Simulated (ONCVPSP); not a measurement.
**An all-electron radial function and its pseudo partner (copper (Cu))**

Columns: radius, all-electron u(r) and pseudo u(r) of the 3s shell (level -160.69 eV) of copper in the configuration [Ne] 3s2 3p6 3d8; PBE, scalar-relativistic, ONCV scheme, ONCVPSP 4.0.1.

| r (bohr) | all-electron | pseudo |
| --- | --- | --- |
| 0.042 | 0.3161 | 0.0090 |
| 0.085 | -0.2282 | 0.0312 |
| 0.128 | -0.6229 | 0.0776 |
| 0.170 | -0.7054 | 0.1528 |
| 0.212 | -0.5535 | 0.2592 |
| 0.255 | -0.2610 | 0.3966 |
| 0.298 | 0.0815 | 0.5545 |
| 0.340 | 0.4080 | 0.7176 |
| 0.382 | 0.6948 | 0.8773 |
| 0.425 | 0.9323 | 1.0256 |
| 0.467 | 1.1064 | 1.1465 |
| 0.510 | 1.2284 | 1.2397 |
| 0.552 | 1.2987 | 1.2979 |
| 0.595 | 1.3295 | 1.3253 |
| 0.638 | 1.3265 | 1.3228 |
| 0.680 | 1.2989 | 1.2967 |
| 0.722 | 1.2528 | 1.2517 |
| 0.765 | 1.1926 | 1.1921 |
| 0.807 | 1.1254 | 1.1251 |
| 0.850 | 1.0517 | 1.0514 |
| 0.892 | 0.9775 | 0.9773 |
| 0.935 | 0.9016 | 0.9014 |
| 0.977 | 0.8291 | 0.8289 |
| 1.020 | 0.7574 | 0.7573 |
| 1.062 | 0.6909 | 0.6907 |
| 1.105 | 0.6267 | 0.6265 |

Question: How many radial nodes do the two functions have?

Answer: The all-electron 3s function has n − l − 1 = 2; the pseudo-wave has 0, since the states of the same l below it are removed with the core.

Question: At about which radius was the pseudo-wave matched?

Answer: 0.85 bohr, where the columns begin to agree (steps of 0.04 bohr).

Question: Is the pseudo-wave norm-conserving?

Answer: Yes: the ONCV scheme keeps the norm inside the radius equal to the all-electron one, which fixes the energy derivative of the logarithmic derivative at the level.
